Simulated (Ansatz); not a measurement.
Two isomers of C2H4AlFO: A = `[OH][AlH]/[CH]=C/F`, B = `C=[C](F)[AlH][OH]`.

Program: Ansatz. Geometries: PBE0-D4/def2-TZVP. ΔE: electronic, gas phase. CCSD(T)/CBS is the MP2 limit (def2-TZVPP, def2-QZVPP) plus CCSD(T) − MP2 in def2-TZVPP, frozen cores. Functionals use def2-TZVPP. B3LYP here is the variant with VWN-RPA as its local correlation; programs differ in this. Each species was taken in one conformer, which may not be the lowest.

Question: Which isomer does CCSD(T)/CBS put lower? Give the gap. (Estimate.)

Answer: Ansatz gave: A, by 4.4 kcal/mol.

Question: Give E(B) − E(A) in kcal/mol with ωB97M-V, LDA (SPW92), B3LYP-D4, MP2/def2-TZVPP, CCSD/def2-TZVPP, B3LYP, B2PLYP. (Best estimate.)

Answer: Computed: ωB97M-V 4.5, LDA (SPW92) 5.0, B3LYP-D4 4.1, MP2/def2-TZVPP 5.5, CCSD/def2-TZVPP 4.7, B3LYP 4.2, B2PLYP 4.6. None reverses the order clearly.

Question: Does the order hold for the free energy at 298.15 K (harmonic terms from PBE0-D4)? (An estimate is asked.)

Answer: Ansatz gave: Yes: G(B) − G(A) = +4.0 kcal/mol, for one conformer each.

Largest T1 diagnostic: 0.013.

From BLYP to BHLYP (50 % exact exchange), in def2-TZVPP and without D4, E(B) − E(A) moves by +0.8 kcal/mol. Leaving LDA and LC-ωPBE aside and taking each functional with its dispersion term where it has one, the values, not all of them listed here, spread over 1.7 kcal/mol, from BLYP-D4 to PBE-QIDH.
